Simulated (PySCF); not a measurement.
NMR parameters of SiEt(OEt)3

SiEt(OEt)3, C8H20O3Si, point group C1.

Geometry:
```csv
atom,x (Å),y (Å),z (Å)
Si1,0.058,-0.023,0.655
C2,-0.164,-0.141,2.495
C3,0.722,-1.203,3.143
H4,-1.230,-0.345,2.698
H5,0.039,0.857,2.921
H6,0.588,-1.240,4.235
H7,0.494,-2.202,2.741
H8,1.786,-1.006,2.941
O9,1.618,0.289,0.210
C10,2.160,1.531,-0.177
C11,2.065,1.740,-1.673
H12,1.653,2.362,0.347
H13,3.215,1.542,0.145
H14,2.553,2.683,-1.967
H15,2.558,0.915,-2.209
H16,1.011,1.782,-1.983
O17,-0.838,1.206,-0.019
C18,-2.245,1.263,-0.009
C19,-2.727,2.142,-1.140
H20,-2.675,0.248,-0.110
H21,-2.599,1.665,0.959
H22,-3.825,2.219,-1.137
H23,-2.305,3.154,-1.044
H24,-2.408,1.730,-2.110
O25,-0.374,-1.497,0.043
C26,-0.134,-1.928,-1.278
C27,0.236,-3.393,-1.280
H28,-1.044,-1.762,-1.885
H29,0.675,-1.333,-1.739
H30,0.393,-3.756,-2.307
H31,1.161,-3.555,-0.707
H32,-0.562,-3.992,-0.816
```

GIAO calculations in PySCF 2.14.0 with density-fitted response routines on the PBE0-D3(BJ)/def2-SVP structure: isolated species, non-relativistic, equivalent atoms averaged; basis pcSseg-1.

(1) Give the isotropic shieldings (ppm) with KT2, PBE0.

(2) And the chemical shifts, against references computed in the same way?

(3) Which part of the shielding of Si1 depends on the functional?

## Answers

(1) 
```json
{"atoms": "Si1", "environment": "silicon bonded to C, 3 O", "KT2": "401.0", "PBE0": "391.7"}
{"atoms": "O9/O17/O25", "environment": "oxygen bonded to C, Si", "KT2": "258.1", "PBE0": "274.4"}
{"atoms": "C10/C18/C26", "environment": "carbon bonded to C, O, 2 H", "KT2": "121.8", "PBE0": "124.8"}
{"atoms": "C11/C19/C27", "environment": "carbon bonded to C, 3 H", "KT2": "162.2", "PBE0": "164.0"}
{"atoms": "C3", "environment": "carbon bonded to C, 3 H", "KT2": "174.3", "PBE0": "176.5"}
{"atoms": "C2", "environment": "carbon bonded to C, Si, 2 H", "KT2": "176.9", "PBE0": "179.7"}
{"atoms": "H12/H13/H20/H21/H28/H29", "environment": "hydrogen on a carbon bonded to C, O", "KT2": "27.26", "PBE0": "27.55"}
{"atoms": "H14/H15/H16/H22/H23/H24/H30/H31/H32", "environment": "hydrogen on a carbon bonded to C", "KT2": "29.95", "PBE0": "30.03"}
{"atoms": "H6/H7/H8", "environment": "hydrogen on a carbon bonded to C", "KT2": "30.18", "PBE0": "30.29"}
{"atoms": "H4/H5", "environment": "hydrogen on a carbon bonded to C, Si", "KT2": "30.70", "PBE0": "30.94"}
{"atoms": "HOMO–LUMO gap (eV)", "environment": "–", "KT2": "6.66", "PBE0": "8.99"}
```

(2) 
```json
{"atoms": "Si1", "nucleus, reference": "²⁹Si, TMS", "KT2": "-40.0", "PBE0": "-39.7"}
{"atoms": "O9/O17/O25", "nucleus, reference": "¹⁷O, H2O", "KT2": "72.6", "PBE0": "60.1"}
{"atoms": "C10/C18/C26", "nucleus, reference": "¹³C, TMS", "KT2": "61.4", "PBE0": "59.6"}
{"atoms": "C11/C19/C27", "nucleus, reference": "¹³C, TMS", "KT2": "21.0", "PBE0": "20.4"}
{"atoms": "C3", "nucleus, reference": "¹³C, TMS", "KT2": "8.9", "PBE0": "7.9"}
{"atoms": "C2", "nucleus, reference": "¹³C, TMS", "KT2": "6.3", "PBE0": "4.7"}
{"atoms": "H12/H13/H20/H21/H28/H29", "nucleus, reference": "¹H, TMS", "KT2": "3.91", "PBE0": "3.72"}
{"atoms": "H14/H15/H16/H22/H23/H24/H30/H31/H32", "nucleus, reference": "¹H, TMS", "KT2": "1.23", "PBE0": "1.23"}
{"atoms": "H6/H7/H8", "nucleus, reference": "¹H, TMS", "KT2": "1.00", "PBE0": "0.98"}
{"atoms": "H4/H5", "nucleus, reference": "¹H, TMS", "KT2": "0.48", "PBE0": "0.33"}
```

(3) Diamagnetic: KT2 893, PBE0 889 ppm; paramagnetic: KT2 -492, PBE0 -497 ppm.

The averaged O atoms aren't alike in the static structure (σ from 250 to 267 ppm); the average presumes fast exchange among these sites. Experimental scales use liquid or dissolved standards, which lie at an offset from isolated H2O (liquid H2O: subtract about 36 ppm).
